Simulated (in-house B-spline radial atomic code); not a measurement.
Radial electron density of Mg IV (Mg3+), [He] 2s2 2p5. Method: scalar-relativistic (X2C) BHandHLYP, spin-polarised, spherical fractional occupations, Fermi nucleus of rms radius 3.057 fm. Calculated with an all-electron radial atomic-structure program (B-spline basis).

Caution: exact exchange at fractional occupations of open shells leaves self-interaction of up to several eV.

Columns: r (bohr), 4πr²n(r) (electrons per bohr), bar.

```
 0.00491   0.3167 #
 0.00573   0.4204 #
 0.00668   0.5553 ##
  0.0078    0.733 ##
  0.0091    0.962 ###
  0.0106    1.253 ####
  0.0124    1.635 #####
  0.0145    2.116 #######
  0.0169    2.703 #########
  0.0197    3.423 ###########
   0.023    4.297 ##############
  0.0268    5.311 ##################
  0.0313    6.488 #####################
  0.0365    7.775 ##########################
  0.0426     9.14 ##############################
  0.0497    10.49 ###################################
   0.058    11.72 #######################################
  0.0677     12.7 ##########################################
   0.079    13.26 ############################################
  0.0921    13.31 ############################################
   0.108    12.76 ##########################################
   0.125    11.76 #######################################
   0.146    10.35 ##################################
   0.171    8.849 #############################
   0.199      7.7 #########################
   0.233    7.114 ########################
   0.271    7.272 ########################
   0.317    8.076 ###########################
   0.369    9.143 ##############################
   0.431    10.05 #################################
   0.503    10.32 ##################################
   0.587    9.719 ################################
   0.685    8.287 ###########################
   0.799    6.338 #####################
   0.933    4.285 ##############
    1.09    2.524 ########
    1.27    1.294 ####
    1.48   0.5616 ##
    1.73    0.198 #
    2.02  0.05648 
    2.35  0.01288
```

On this grid the curve has 2 maxima, near 0.0921, 0.503 bohr.

The 2s down radial function P(r) = rR(r), positive near the nucleus:

| r (bohr) | P |
| --- | --- |
| 0.00167 | 0.0363 |
| 0.00227 | 0.04863 |
| 0.00309 | 0.06509 |
| 0.00421 | 0.0869 |
| 0.00573 | 0.1154 |
| 0.0078 | 0.1523 |
| 0.0106 | 0.199 |
| 0.0145 | 0.2582 |
| 0.0197 | 0.3274 |
| 0.0268 | 0.4055 |
| 0.0365 | 0.4852 |
| 0.0497 | 0.551 |
| 0.0677 | 0.5774 |
| 0.0921 | 0.5287 |
| 0.125 | 0.3668 |
| 0.171 | 0.05592 |
| 0.233 | -0.3771 |
| 0.317 | -0.8417 |
| 0.431 | -1.183 |
| 0.587 | -1.253 |
| 0.799 | -1.02 |
| 1.09 | -0.6174 |
| 1.48 | -0.2651 |
| 2.02 | -0.0709 |
